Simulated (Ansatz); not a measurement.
```yaml
crystal:
  periodic: [false, false, false]
  atoms:
    - {symbol: C, position_ang: [2.401222, -0.102167, 0.444050]}
    - {symbol: C, position_ang: [2.510181, -1.036067, -0.762913]}
    - {symbol: Al, position_ang: [0.839349, -1.424484, -1.679478]}
    - {symbol: F, position_ang: [-0.491316, -1.757372, -0.463276]}
    - {symbol: Al, position_ang: [-1.491161, -0.233653, -0.669630]}
    - {symbol: C, position_ang: [-1.357698, 0.925299, 0.891575]}
    - {symbol: C, position_ang: [-2.688476, 1.518237, 1.360703]}
    - {symbol: F, position_ang: [-0.150987, 0.105813, -1.874805]}
    - {symbol: H, position_ang: [1.741846, -0.511702, 1.214318]}
    - {symbol: H, position_ang: [1.996165, 0.874417, 0.164751]}
    - {symbol: H, position_ang: [3.372076, 0.076639, 0.915451]}
    - {symbol: H, position_ang: [2.960958, -1.990160, -0.460045]}
    - {symbol: H, position_ang: [3.211891, -0.620043, -1.497580]}
    - {symbol: H, position_ang: [0.623168, -2.342326, -2.943497]}
    - {symbol: H, position_ang: [-2.805278, -0.595446, -1.464549]}
    - {symbol: H, position_ang: [-0.891874, 0.358496, 1.707284]}
    - {symbol: H, position_ang: [-0.647074, 1.730642, 0.667699]}
    - {symbol: H, position_ang: [-3.407143, 0.739450, 1.630774]}
    - {symbol: H, position_ang: [-3.160164, 2.123726, 0.581720]}
    - {symbol: H, position_ang: [-2.565685, 2.160730, 2.237450]}
basis:
  gaussian: {orbitals: def2-mTZVP}
magnetization: {spin_polarized: true, initial_magnetization: 2}
hamiltonian: {xc: {name: revPBE0}}
accuracy: high
scf: {lower_state_search: off}
multiplicity: 3
```

```sh
$ ansatz run in.yaml --threads 2 --pin off --events-out ev --progress --plain --max-ram 22528MiB --backend cpu
```

Shortened log:

```
Error: YAML parse error: error: line 30 column 1: unknown field `multiplicity`, expected one of crystal, accuracy, basis, kpoints, hamiltonian, magnetization, projection, total_charge, correlation, batch, efield, external_charges, scf, relax, neb, saddle, md, ramp, phonons, dielectric, real_time, elastic, magnetic_configurations, gw, evaluate, workflow, output, checkpoint, execution
28 | accuracy: high
29 | scf: {lower_state_search: off}
30 | multiplicity: 3
```

In this input the input holds a key that doesn't belong there. The input was rejected before any iteration.
